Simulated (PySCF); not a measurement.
Lu⁵³⁺ (lutetium, charge +53) across methods

[Ar], closed-shell 1S. Computed with PySCF 2.14 in an uncontracted even-tempered set (17 s from 13 bohr⁻², ratio 2.5; 12 p from 17 bohr⁻², ratio 2.5; 4 d from 71 bohr⁻², ratio 2.7; 4 f from 110 bohr⁻², ratio 2.7), with the spin-free X2C one-electron Hamiltonian (Gaussian nucleus).

```
method   E (hartree)  mean ε 2p (eV)  mean ε 3s (eV)  mean ε 3p (eV)  Σ⟨r²⟩ (bohr²)   ⟨S²⟩
   UHF  -11788.75876        -13313.3         -5663.1         -5261.6         0.4071  0.000
r2SCAN     -11790.47        -13157.9         -5588.0         -5209.8         0.4069  0.000
   PBE     -11790.36        -13135.1         -5576.2         -5204.3         0.4068  0.000
 B97-3     -11789.94        -13182.9         -5600.6         -5220.2         0.4068  0.000
   LDA     -11780.28        -13131.3         -5571.5         -5202.1         0.4071  0.000
  PBE0     -11790.18        -13180.1         -5598.5         -5219.2         0.4069  0.000
```

Problem. Estimate the same row for BHandHLYP.

Solution. E (hartree) = -11790.56; mean ε 2p (eV) = -13225.8; mean ε 3s (eV) = -5620.3; mean ε 3p (eV) = -5233.8; Σ⟨r²⟩ (bohr²) = 0.4069; ⟨S²⟩ = 0.000.

Spin-orbit coupling, which splits the p, d and f shells strongly at this Z, is absent.
